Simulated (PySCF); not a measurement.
**Pt: excitation energy**

Pt [Xe] 4f14 5d9 6s1 (3D) → Pt [Xe] 4f14 5d8 6s2 (3F), as a difference of total energies. Calculation: PySCF 2.14, in def2-TZVPPD with the def2 core potential (60 electrons); a scalar-relativistic core potential. Correlated levels: valence: 5s2 5p6 frozen; valence and next inner shell: nothing frozen outside the core potential. The calculations carry no spin-orbit coupling.

```
                                method  excitation energy (cm⁻¹)
                                   UHF                    2755.3
                                   LDA                    5284.5
                                   PBE                    4906.2
                                  PBE0                    5051.6
                                r2SCAN                    2880.9
                                 M06-L                    5127.9
                               LC-wPBE                    6074.9
                         MP2 (valence)                    5712.9
                     SCS-MP2 (valence)                    4727.6
    MP2 (valence and next inner shell)                    4519.2
SCS-MP2 (valence and next inner shell)                    3330.5
```

Estimate what HSE06 gives.

4777.8 cm⁻¹, closest to SCS-MP2 (valence) among the rows shown.

Estimate what BP86 gives.

4657.3 cm⁻¹, closest to SCS-MP2 (valence) among the rows shown.

Errors of the correlated levels include the incompleteness of this basis and the frozen core.

For comparison: 3200.6 cm⁻¹ (measured; NIST levels, between the centres of gravity of the two terms).
